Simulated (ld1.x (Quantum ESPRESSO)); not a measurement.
# Before and after: PAW potential for Ru (Z = 44)

ruthenium, PAW, made with ld1.x (Quantum ESPRESSO) 7.5 (PBE, scalar-relativistic). Core [Ar] 3d10, reference 4s2 4p6 4d7 5s0.75 5p0.25. Waves: 4s (bound): rcut 1.35, rcutus 1.50 bohr; 5s (bound): rcut 1.35, rcutus 1.50 bohr; 4p (bound): rcut 1.70, rcutus 2.20 bohr; 5p (bound): rcut 1.70, rcutus 2.20 bohr; 4d (bound): rcut 1.10, rcutus 1.45 bohr; 4d channel at -0.05 Ry: rcut 1.10, rcutus 1.45 bohr. Local part: all-electron potential smoothed inside 1.60 bohr (lloc = -2). Core correction: Bessel-smoothed model core inside 1.50 bohr. Augmentation charge: BESSEL, radius 1.20 bohr.

All-electron outer shells of the reference configuration (PBE, scalar-relativistic, ld1.x):

```tsv
shell	level (eV)	outermost node (bohr)	outermost maximum (bohr)
3p	-447.65	0.16	0.36
3d	-273.54	–	0.30
4s	-76.81	0.48	0.92
4p	-46.86	0.49	0.98
4d	-5.63	0.48	1.21
5s	-4.54	1.24	2.73
5p	-1.16	1.41	3.92
```

Change: wave 4d channel at -0.05 Ry: rcut 1.10, rcutus 1.45 bohr becomes 4d channel at -0.26 Ry: rcut 1.10, rcutus 1.45 bohr.

Cutoffs: the cutoffs (Ry, on a coarse ladder) from which the occupation-weighted sum of valence levels, in a spherical-Bessel basis at the reference potential, stays within 10 and 1 mRy of its value at 400 Ry; they do not see the model core or the augmentation charge, which bear on the density cutoff. Errors are all-electron minus pseudo energies relative to the spin-unpolarised reference configuration.

Question: How do hardness, ghosts and transferability respond?

Answer: The potential gets neither clearly harder nor softer (50 Ry and 90 Ry → 50 Ry and 90 Ry); of the 6 tests that both files solve, the error grows in 4 and shrinks in 1 by more than 15 % and 0.3 meV (median size 1.4 → 10.1 meV); the range in which the d phases agree narrows (upper end at the end of the scan → 3.0); neither file shows a bound ghost at the reference potential, the only one tested.

| quantity | base | changed |
| --- | --- | --- |
| cutoff, loose | 50 Ry | 50 Ry |
| cutoff, tight | 90 Ry | 90 Ry |
| bound ghosts | none | none |
| tests counted (converged, no solver errors) | 6 of 7 | 6 of 7 |
| error for 4s2 4p6 4d7 5s1 5p0, meV [ΔE -0.84 eV] | +0.4 | +0.7 |
| error for 4s2 4p6 4d7 5s0 5p0, meV [ΔE 6.45 eV] | -1.4 | -3.5 |
| error for 4s2 4p6 4d6 5s0 5p0, meV [ΔE 24.64 eV] | -1.4 | -21 |
| error for 4s2 4p6 4d6 5s1 5p0, meV [ΔE 9.27 eV] | +0.7 | -11 |
| error for 4s1 4p6 4d7 5s1 5p0, meV [ΔE 81.85 eV] | -25 | -39 |
| error for 4s2 4p6 4d6 5s1 5p1, meV [ΔE 4.82 eV] | +19 | +9.5 |
| s: phases at 2.39 bohr within 0.05 rad from the reference energy up to (Ry; the scan ends near 5) | to the end of the scan | to the end of the scan |
| p: phases at 2.39 bohr within 0.05 rad from the reference energy up to (Ry; the scan ends near 5) | 0.8 | 0.7 |
| d: phases at 2.39 bohr within 0.05 rad from the reference energy up to (Ry; the scan ends near 5) | to the end of the scan | 3.0 |
| lowest overlap eigenvalue by channel | s 0.22, p 0.10, d 0.88 | s 0.22, p 0.10, d 0.89 |

Base: Tests not counted: 4s2 4p6 4d4 5s0 5p0 (solver errors, printed error -1446 eV). Changed file: Tests not counted: 4s2 4p6 4d4 5s0 5p0 (solver errors, printed error -1283 eV).
